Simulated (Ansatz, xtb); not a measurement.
# A geometry optimisation of CHAlF2O with r2SCAN-D4/def2-SVP

The starting geometry of this gas-phase triplet was built from a drawn formula by distance geometry and a force field; its bonds are those of `[CH][O][Al]([F])[F]`.

```xyz
6

C     0.3558    1.4805   -1.7103
Al   -0.1251   -0.9771   -1.0354
F    -1.8237   -1.4524   -1.3014
F     1.2452   -2.1483   -1.3082
O     0.2300    0.7768   -0.5037
H     0.5704    2.5658   -1.4801
```

Problem. Where would you expect an optimisation with r2SCAN-D4/def2-SVP to take it?

Solution. It keeps its bonds, and is `[CH][O][Al]([F])[F]`.

The energy falls by 1.25 eV over 15 steps:

```json
{"step": "1", "E − E(last) (eV)": "1.253"}
{"step": "3", "E − E(last) (eV)": "0.195"}
{"step": "4", "E − E(last) (eV)": "0.163"}
{"step": "6", "E − E(last) (eV)": "0.136"}
{"step": "7", "E − E(last) (eV)": "0.106"}
{"step": "9", "E − E(last) (eV)": "0.026"}
{"step": "10", "E − E(last) (eV)": "0.016"}
{"step": "12", "E − E(last) (eV)": "0.003"}
{"step": "13", "E − E(last) (eV)": "0.001"}
{"step": "15", "E − E(last) (eV)": "0.000"}
```

Final geometry (Å):

```yaml
atoms:
  - { symbol: C, position_ang: [0.8111, 1.6595, -1.3909] }
  - { symbol: Al, position_ang: [-0.1921, -1.0419, -1.1556] }
  - { symbol: F, position_ang: [-1.6995, -1.6264, -0.8461] }
  - { symbol: F, position_ang: [1.0614, -2.0833, -1.3921] }
  - { symbol: O, position_ang: [-0.0011, 0.6338, -1.2168] }
  - { symbol: H, position_ang: [0.4728, 2.7034, -1.3374] }
```

From the same start GFN2-xTB ends elsewhere, differing in C1–Al2 (2.02 against 2.89 Å here).

No frequencies were run, so the end isn't proven a minimum. Open shells are spin-unrestricted. The triplet needn't be the ground state. Run with Ansatz 0.2.0, 4.2 min on 1 thread of AMD EPYC (Zen 3), with other jobs on the host.
